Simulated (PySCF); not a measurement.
## Ionisation energy of Rh¹⁵⁺ by level of theory

Rh¹⁵⁺ [Ar] 3d10 4s2 (1S) → Rh¹⁶⁺ [Ar] 3d10 4s1 (2S), as a difference of total energies. Calculation: PySCF 2.14, in an even-tempered Gaussian basis (20 s from 0.68 bohr⁻², ratio 2.5; 14 p from 0.88 bohr⁻², ratio 2.5; 9 d from 1.6 bohr⁻², ratio 2.5; 5 f from 4.9 bohr⁻², ratio 2.7; 4 g from 7.4 bohr⁻², ratio 2.7); scalar relativity by spin-free X2C-1e. Correlated levels: outer shells: [Ne] frozen; virtual orbitals above 40 to 60 times the deepest correlated orbital energy dropped. The calculations carry no spin-orbit coupling.

```
                method  ionisation energy (eV)
                   UHF                  386.73
                   PBE                  390.89
                r2SCAN                  388.94
    MP2 (outer shells)                  389.21
SCS-MP2 (outer shells)                  389.21
```

Task: Estimate what LDA gives.

Result: 391.24 eV, closest to PBE among the rows shown.

Task: Estimate what PBE0 gives.

Result: 390.09 eV, closest to PBE among the rows shown.

Breit and QED terms and the two-electron picture change are absent.

For comparison: 389.3 ± 0.5 eV (theoretical estimate listed by NIST; NIST Atomic Spectra Database, ionization energies).
